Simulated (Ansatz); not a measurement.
A nudged elastic band was laid between two geometries of CH4AlFS (8 atoms, charge 0, multiplicity 1).

The calculation used RKS PBE-D4/cc-pVDZ (Ansatz 0.2.0).

```yaml
movable_images: 9
climbing_image: yes
spring: 5.0 eV/Å²
optimiser: quadratic models (default)
start_path: through a guess of the saddle point
force_threshold: 0.05 eV/Å
iteration_limit: 60
end_points: relaxed
```

First end point:

```xyz
8
Properties=species:S:1:pos:R:3
F 0.816 -0.059 0.811
C 0.151 1.211 0.283
S -1.422 0.699 -0.411
Al -0.272 -1.315 -0.388
H 0.901 1.581 -0.443
H 0.067 1.863 1.173
H 0.777 -1.558 -1.573
H -0.925 -2.478 0.492
```

Last end point:

```xyz
8
Properties=species:S:1:pos:R:3
F 0.947 0.288 1.892
C 0.689 0.380 0.543
S -1.190 0.954 0.339
Al -0.074 -1.160 -0.483
H 1.281 1.217 0.114
H -0.967 1.718 -0.774
H 0.066 -1.091 -2.078
H -0.660 -2.363 0.390
```

What changes between the two ends?

Bonds broken: C2–H6. Bonds formed: S3–H6.

What energy profile does the band end with?

The forces met the threshold. The highest image is number 7 of 0 to 10, 2.65 eV above the first end and 1.38 eV above the last; the last end lies 1.27 eV above the first. A vibrational analysis at the climbing image gives one clearly imaginary mode, 921i cm⁻¹: a first-order saddle point. The orbitals stay closed-shell, which can raise the energy where a bond breaks towards radicals; this wasn't checked here.

```tsv
image	path coordinate (Å)	energy (eV)	C2–H6 (Å)	S3–H6 (Å)
0	0.00	0.00	1.11	2.47
1	0.46	0.02	1.11	2.47
2	0.93	0.17	1.11	2.45
3	1.39	0.34	1.11	2.43
4	1.86	0.46	1.11	2.41
5	2.32	0.72	1.09	2.26
6	2.79	1.73	1.10	1.95
7	3.25	2.65	1.28	1.61
8	3.84	1.94	1.92	1.37
9	4.44	1.38	2.35	1.36
10	5.03	1.27	2.50	1.37
```

What is the geometry of the highest image?


```xyz
8
Properties=species:S:1:pos:R:3:forces:R:3
F 0.785 0.553 1.723 0.01 0.00 -0.02
C 0.450 0.578 0.394 -0.01 -0.01 0.03
S -1.531 0.726 0.014 -0.02 0.00 0.00
Al -0.245 -1.135 -0.557 0.00 0.00 0.00
H 1.189 1.129 -0.235 0.01 0.01 0.01
H -0.230 1.644 0.210 0.01 0.00 -0.02
H 0.126 -1.246 -2.109 0.00 0.00 0.00
H -0.453 -2.306 0.505 0.00 0.00 0.00
```

What are the harmonic wavenumbers there?

921i, 192, 269, 342, 397, 456, 509, 550, 577, 714, 828, 1074, 1139, 1308, 1854, 1882, 1919, 2967 cm⁻¹.

Run time: 3 min on 2 threads of Intel(R) Xeon(R) Platinum 8259CL CPU @ 2.50GHz (Skylake/Cascade Lake), on a shared host, peak memory 0.17 GiB.
